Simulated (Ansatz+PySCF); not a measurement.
Values are calculated unless marked as measured or tabulated.
**C2H4 + H2 → C2H6**

C2H4 (charge 0, multiplicity 1):
```xyz
6

C     0.0000    0.0000   -0.6653
C     0.0000    0.0000    0.6653
H     0.0000   -0.9311   -1.2403
H     0.0000    0.9311   -1.2403
H     0.0000   -0.9311    1.2403
H     0.0000    0.9311    1.2403
```

H2 (charge 0, multiplicity 1):
| atom | x (Å) | y (Å) | z (Å) |
| --- | --- | --- | --- |
| H | 0.0000 | 0.0000 | -0.3804 |
| H | 0.0000 | 0.0000 | 0.3804 |

C2H6 (charge 0, multiplicity 1):
```xyz
8

C     0.0000    0.0000   -0.7596
C     0.0000    0.0000    0.7596
H     0.0000   -1.0240   -1.1651
H    -0.8868    0.5120   -1.1651
H     0.8868    0.5120   -1.1651
H     0.0000    1.0240    1.1651
H    -0.8868   -0.5120    1.1651
H     0.8868   -0.5120    1.1651
```

Shapes relaxed with PBE0/def2-SVP. Single points in def2-SVP with Ansatz (development build ahead of 0.2.0), no zero-point energy. Correlated methods freeze no orbital on H to Be, one on B to Mg, five on Al to Zn, nine on Ga to Sr.

```json
{"method": "CCSD (restricted)", "reaction energy": "-177.8 kJ/mol"}
{"method": "CCSD(T) (restricted)", "reaction energy": "-173.6 kJ/mol"}
{"method": "HF (restricted)", "reaction energy": "-179.4 kJ/mol"}
{"method": "MP2 (restricted)", "reaction energy": "-182.7 kJ/mol"}
{"method": "MP2 (unrestricted)", "reaction energy": "-183.0 kJ/mol"}
{"method": "PBE (restricted)", "reaction energy": "-182.7 kJ/mol"}
{"method": "PBE0 (restricted)", "reaction energy": "-196.5 kJ/mol"}
{"method": "wB97X (restricted)", "reaction energy": "-197.6 kJ/mol"}
```

Problem. What does r2SCAN (restricted) give?

Solution. -187.6 kJ/mol.
